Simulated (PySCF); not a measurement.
**Dipole response of In (indium, neutral)**

[Kr] 4d10 5s2 5p1, 2P determinant. Computed with PySCF 2.14 in ANO-RCC-VTZP, with scalar relativity by spin-free X2C-1e. Coupled (time-dependent) response in atomic units; α is the mean over directions. The basis has no added diffuse functions, which lowers α and C₆.

```json
{"method": "BP86", "mean α (bohr³)": "38.94", "α xx, yy, zz": "34.65, 47.50, 34.65", "C₆ (like pair)": "390.9", "S(−4)": "467.3"}
```

S(−4) is the Cauchy moment in α(ω) = α(0) + S(−4) ω² + …

Reference α: 65 ± 4 bohr³ (recommended; Schwerdtfeger and Nagle, table of static dipole polarizabilities (2023 update)). Published C₆: 779.0 (Chu and Dalgarno (2004); Tang, Norbeck and Certain (1976)).

Spin-orbit coupling is absent.

α(iu) at BP86:

```
u (hartree)  α(iu) (bohr³)
          0          38.94
     0.0500          37.81
      0.100          34.89
      0.200          27.26
      0.300          20.71
      0.500          12.75
      0.750          8.107
       1.00          5.820
       1.50          3.639
       2.00          2.571
       3.00          1.495
       5.00         0.6758
```

A single London oscillator, α(iu) = α/(1 + u²/ω²), gives C₆ = (3/4) ω α². Matching the computed C₆ needs ω = 4 × 390.9 / (3 × 38.94²) = 0.344 hartree.

The components differ because the open shell of this determinant is not spherical; for a pure term their mean is the scalar polarisability.
